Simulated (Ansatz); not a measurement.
Geometry optimisation, Ansatz 0.2.0, UKS PBE-D4/def2-SVP.

Input file:

```yaml
crystal:
  periodic: [false, false, false]
  atoms:
    - { symbol: In, position_ang: [0.01566, -0.401368, -0.355323] }
    - { symbol: Cl, position_ang: [0.100231, -0.240507, 3.273712] }
    - { symbol: O, position_ang: [1.64289, -0.340707, -1.605735] }
    - { symbol: H, position_ang: [2.471282, -0.387412, -1.084156] }
    - { symbol: O, position_ang: [-1.769391, -0.268798, -1.357781] }
    - { symbol: H, position_ang: [-2.51559, -0.27353, -0.724709] }
    - { symbol: O, position_ang: [-0.142806, 0.072642, 4.883881] }
    - { symbol: H, position_ang: [-0.526477, -0.760021, 5.230811] }
magnetization:
  spin_polarized: true
  initial_magnetization: 1
basis:
  gaussian: { orbitals: def2-SVP }
hamiltonian:
  xc: pbe
  dispersion: d4
relax:
  f_tol: 0.03
  max_steps: 50
```

Launched with:

```bash
$ ansatz run input.yaml --threads 4 --pin off --max-ram 5120MiB --backend cpu --events-out ev --progress --plain --runs-dir out
```

Question: Where does it end, and by what steps?

Answer: The forces met the threshold. After 43 steps the energy has fallen by 2.187 eV; O7 moved furthest, 2.52 Å. Parted: Cl2–O7 (1.66 → 2.51 Å). Joined: In1–Cl2 (3.63 → 2.54 Å), In1–O7 (5.26 → 2.20 Å).

```
step  energy less start (eV)  largest force component (eV/Å)  accepted
   0                  0.0000                           2.169       yes
   2                 -0.2378                           1.663       yes
   4                 -0.6110                           1.252       yes
   6                 -0.9731                           0.241       yes
   8                 -1.0075                           0.313       yes
  10                 -1.0233                           0.802       yes
  12                 -1.0371                           1.004       yes
  14                 -1.1205                           0.273       yes
  16                 -1.2281                           0.321       yes
  18                 -1.3894                           0.279       yes
  20                 -1.5576                           0.341       yes
  22                 -1.7020                           1.023       yes
  24                 -1.8756                           0.532       yes
  26                 -2.0208                           0.275       yes
  28                 -2.1130                           0.217       yes
  30                 -2.1068                           0.504        no
  32                 -2.1474                           0.431       yes
  34                 -2.1702                           0.279       yes
  36                 -2.1796                           0.082       yes
  38                 -2.1826                           0.059       yes
  40                 -2.1858                           0.076       yes
  42                 -2.1867                           0.039       yes
  43                 -2.1871                           0.021       yes
```

```xyz
8
Properties=species:S:1:pos:R:3
In -0.124 -0.347 0.530
Cl 0.614 -1.873 2.416
O 1.299 0.145 -0.796
H 2.145 0.208 -0.309
O -2.098 -0.540 0.188
H -2.412 -1.306 0.710
O 0.313 0.615 2.463
H -0.461 0.498 3.059
```

Whether the end is a true minimum wasn't checked by a vibrational analysis.

Run time: 80 s on 4 threads of Arm Neoverse V1, with other jobs on the host, peak memory 0.23 GiB.
